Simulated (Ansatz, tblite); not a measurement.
Spin states of AgSn₂ (the lowest doublet isomer of a short search), each relaxed with PBE-D4/def2-TZVP in Ansatz. Electronic energies in the gas phase.

In the def2 sets Ag, Sn take a core potential; there is no spin–orbit coupling. The xTB rows come from tblite. Correlated methods freeze 8 core orbitals; core or outer-core shells of Ag, Sn are correlated, in sets that lack core-valence functions. The rows differ in basis, and correlated rows in double-zeta sets carry the largest basis error. In CCSD on the charge 0 quartet the largest single amplitude is 0.64, so its Hartree–Fock determinant may place the open shell otherwise than the density functionals do. The structure comes from a short search, and lower isomers may exist.

Doublet geometry (C2v within 0.1 Å):

```xyz
3

Ag   -0.3016   -1.5670   -0.0265
Sn    1.2566    0.5852   -0.8400
Sn   -0.9549    0.9818    0.8666
```

Quartet geometry (C2v within 0.1 Å):

| atom | x (Å) | y (Å) | z (Å) |
| --- | --- | --- | --- |
| Ag1 | -0.540 | 0.625 | -1.223 |
| Sn2 | 0.112 | -1.721 | -0.038 |
| Sn3 | 0.428 | 1.095 | 1.262 |

Run but left out: HF/STO-3G, HF/def2-TZVP, MP2/def2-SVP, MP2/def2-TZVP (doublet: ⟨S²⟩ 0.98 to 2.72, where a pure state has 0.75); HF/def2-SVP (quartet: ⟨S²⟩ 4.21, where a pure state has 3.75).

Only these spin states were relaxed. Higher spins weren't run and may lie lower.

```json
{"level": "GFN2-xTB", "quartet − doublet (kJ/mol)": "141.3", "lowest of these": "doublet", "remarks": "–"}
{"level": "r2SCAN-D4/def2-TZVP", "quartet − doublet (kJ/mol)": "81.0", "lowest of these": "doublet", "remarks": "–"}
{"level": "PBE0-D4/def2-TZVP", "quartet − doublet (kJ/mol)": "87.6", "lowest of these": "doublet", "remarks": "–"}
{"level": "PBE-QIDH/def2-TZVP", "quartet − doublet (kJ/mol)": "95.2", "lowest of these": "doublet", "remarks": "–"}
{"level": "RPA@PBE/def2-TZVP", "quartet − doublet (kJ/mol)": "93.7", "lowest of these": "doublet", "remarks": "–"}
{"level": "CCSD/def2-SVP", "quartet − doublet (kJ/mol)": "89.8", "lowest of these": "doublet", "remarks": "large T1 (0.082) (quartet), spin-contaminated (⟨S²⟩ 0.98) (doublet), spin-contaminated (⟨S²⟩ 4.21) (quartet)"}
{"level": "CCSD(T)/def2-SVP", "quartet − doublet (kJ/mol)": "90.0", "lowest of these": "doublet", "remarks": "large T1 (0.082) (quartet), spin-contaminated (⟨S²⟩ 0.98) (doublet), spin-contaminated (⟨S²⟩ 4.21) (quartet)"}
```

Task: Estimate the rows for GFN1-xTB, PBE-D4/def2-TZVP, revPBE-D4/def2-TZVP, CAM-B3LYP-D4/def2-TZVP, ωB97M-V/def2-TZVP, B2PLYP/def2-TZVP.

Result: 
| level | quartet − doublet (kJ/mol) | lowest of these |
| --- | --- | --- |
| GFN1-xTB | 141.3 | doublet |
| PBE-D4/def2-TZVP | 88.4 | doublet |
| revPBE-D4/def2-TZVP | 84.9 | doublet |
| CAM-B3LYP-D4/def2-TZVP | 94.1 | doublet |
| ωB97M-V/def2-TZVP | 92.7 | doublet |
| B2PLYP/def2-TZVP | 102.5 | doublet |

The xTB methods have no term that favours high spin, so they put low spin too low.

Task: How do the metal–ligand distances follow the spin state?

Result: 
```tsv
state	donor atoms	mean metal–ligand distance (Å)	range (Å)	Mulliken spin on the metal (PBE0)
doublet	2	2.779	2.78–2.78	0.00
quartet	2	2.708	2.71–2.71	0.08
```

⟨S²⟩ at PBE0-D4/def2-TZVP: doublet 0.75 (pure 0.75), quartet 3.76 (pure 3.75). The unpaired electrons of the doublet sit mostly on the ligands. The unpaired electrons of the quartet sit mostly on the ligands.
